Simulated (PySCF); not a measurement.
SMILES C([S])C (C2H5S), doublet (CAM-B3LYP/def2-SVP optimised geometry):

```
8

C     -0.679    -0.387    -1.133
C     -0.024     0.387     0.000
S      1.777     0.387     0.000
H     -0.383    -1.446    -1.108
H     -1.777    -0.335    -1.058
H     -0.382     0.019    -2.110
H     -0.335     0.002     0.987
H     -0.335     1.446     0.000
```

Computed with unrestricted CAM-B3LYP/def2-TZVP (PySCF 2.14.0).

Question: What are the frontier orbital energies (α orbitals alone; a β orbital can be the lowest empty one) and the dipole moment?

Answer: HOMO-2 -11.06 eV, HOMO-1 -9.34 eV, HOMO -8.30 eV, LUMO 1.86 eV, LUMO+1 2.76 eV; dipole moment 1.76 D.

On the same geometry PySCF with unrestricted PBE/def2-TZVP gives HOMO-2 -8.38 eV, HOMO-1 -6.63 eV, HOMO -5.63 eV, LUMO 0.08 eV, LUMO+1 0.85 eV; dipole moment 1.81 D.

Meta-Löwdin charges at CAM-B3LYP/def2-TZVP: C1 -0.33, C2 -0.24, S3 -0.03, H4 0.11, H5 0.11, H6 0.11, H7 0.13, H8 0.13.
